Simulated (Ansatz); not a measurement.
C2H9FN2Sn (SMILES C[CH2][Sn]([NH2])([NH2])[F]), singlet, at a GFN2-xTB geometry (such geometries of metal compounds can be far from the true shape) (core potentials on Sn); PBE/def2-SV(P) run with Ansatz (an electronic-structure program).

Input for Ansatz:
Ansatz 0.2 input:
```yaml
crystal:
  periodic: [false, false, false]
  atoms:
    - {symbol: C, position_ang: [-2.36727723, -1.43706714, -0.65667775]}
    - {symbol: C, position_ang: [-1.90855829, -0.00207900, -0.56451783]}
    - {symbol: Sn, position_ang: [0.21330158, 0.16173478, 0.01558072]}
    - {symbol: N, position_ang: [1.36251649, -1.38755252, -0.66860591]}
    - {symbol: N, position_ang: [1.18890436, 1.92916535, -0.40277717]}
    - {symbol: F, position_ang: [0.29348800, -0.05525018, 2.03618149]}
    - {symbol: H, position_ang: [-1.77130224, -1.99489245, -1.37456856]}
    - {symbol: H, position_ang: [-2.29891759, -1.93230907, 0.30851166]}
    - {symbol: H, position_ang: [-3.40795667, -1.46177402, -0.98045168]}
    - {symbol: H, position_ang: [-1.98244493, 0.50718097, -1.52231484]}
    - {symbol: H, position_ang: [-2.47252998, 0.55279008, 0.18178293]}
    - {symbol: H, position_ang: [2.29685684, -1.07583701, -0.91011090]}
    - {symbol: H, position_ang: [1.47432887, -2.10230254, 0.04260749]}
    - {symbol: H, position_ang: [0.62091741, 2.73974020, -0.18104934]}
    - {symbol: H, position_ang: [2.02964479, 2.02150392, 0.15777885]}
basis:
  gaussian:
    orbitals: def2-SV_P_.json
hamiltonian:
  xc: pbe
```
The basis file holds def2-SV(P) in the JSON format of the Basis Set Exchange.

**Question.** What does Ansatz print? Leave out banner, timings and long lists.

**Answer.** 
```
Functional definition: PBE
1549 factors; their error is unknown
mean field evaluation 1: about -13708.0829 eV, gradient 1.1e2 eV
mean field evaluation 2: about -13638.5947 eV, gradient 1.9e2 eV
mean field evaluation 4: about -13732.4881 eV, gradient 2.5e1 eV
mean field evaluation 8: about -13733.7003 eV, gradient 1.7e-1 eV
mean field evaluation 16: about -13733.6383 eV, gradient 3.2e-4 eV
mean field -13733.63830303 eV, -504.7018986418 hartree, gradient 8.0e-5 eV, S^2 0.000000; 0 other end points of the search recorded, 0 dependent functions left out
reference -13733.63834955 eV, -504.7019003514 hartree; 33, 33 occupied and 81, 81 virtual orbitals, 1549 factors
Total energy: -13733.63834955 eV, -504.7019003514 hartree
```
